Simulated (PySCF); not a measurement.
HfOBr2, SMILES [Br][Hf]([Br])=[O], multiplicity 1. Geometry optimised at PBE-D3(BJ)/def2-SVP. The multiplicity is an assumed one; other spin states were not compared. The def2 effective core potentials stand for the cores of Hf; spin–orbit coupling is left out.

Computed equilibrium geometry at PBE-D3(BJ)/def2-SVP (PySCF confirms it by a frequency run) as a Z-matrix, and its point group:
point group Cs.
```
Hf
O 1 1.7622
Br 1 2.5210 2 108.71
Br 1 2.5210 2 108.71 3 -125.44
```
